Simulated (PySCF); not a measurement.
# Peak assignment

Bonds (- single, = double, # triple, : aromatic): C1-Si2, Si2-C3, C3-C4, C4=C5, C5-C6, C6-C7, C7#N8. C1 carries H9, H10, H11; Si2 carries H12, H13; C3 carries H14, H15; C4 carries H16; C5 carries H17; C6 carries H18, H19. Stereochemistry as in C[SiH2]C/C=C\CC#N.

Theory: GIAO PBE0/pcSseg-1 shieldings, structure optimised with GFN2-xTB, in PySCF (no relativistic terms, one averaged value for each set of equivalent atoms, in vacuum, one computed conformer).

References, each an isolated molecule treated in the same way: TMS for ¹³C (σ = 186.93 ppm) and ¹H (σ = 31.72 ppm).

Problem. Assign these signals to the numbered atoms. ¹³C{¹H} NMR (computed): δ 140.2, 123.4, 122.8, 18.6, 16.1, -5.7.

Solution. 
```tsv
δ (ppm)	atoms	environment	reason
140.2	C4	alkene CH	the olefinic region
123.4	C5	alkene CH	–
122.8	C7	nitrile carbon	typical of a nitrile
18.6	C3	allylic sp3 CH2 bonded to Si	–
16.1	C6	allylic sp3 CH2	saturated and bonded to C and H only
-5.7	C1	methyl carbon bonded to Si	an electropositive neighbour leaves it electron-rich and shielded
```

C5 and C7 lie closer than the usual error of such a calculation, so a measured spectrum could show them in the other order.

Problem. Assign these signals to the numbered atoms. ¹H NMR (300 MHz, computed): δ 6.21 (m, 1H), 5.55 (m, 1H), 4.31 (m, 2H), 2.99 (d, 2H), 1.78 (m, 2H), 0.20 (t, 3H).

Solution. 
```tsv
δ (ppm)	atoms	environment	reason
6.21	H16	hydrogen on an alkene CH	attached to an sp2 carbon and in the plane of the double bond
5.55	H17	hydrogen on an alkene CH	–
4.31	H12/H13	hydrogen on a silicon bonded to 2 C	–
2.99	H18/H19	hydrogen on an allylic sp3 CH2	allylic position
1.78	H14/H15	hydrogen on an allylic sp3 CH2 bonded to Si	allylic position
0.20	H9/H10/H11	hydrogen on a methyl carbon bonded to Si	an electropositive neighbour shields it, as in TMS itself
```

Shifts are as computed. Against solution values, carbons near 30 ppm lie about +3 ppm off and those near 130 ppm about +5 ppm. Of 1211 compounds with measured shifts, 218 miss one by over three times the rms of a fit or turn the order of signals round; such compounds aren't used in these exercises. Multiplicities follow the n + 1 count of equivalent neighbours, as no J values were calculated; m marks all less simple cases, F and P coupling included.
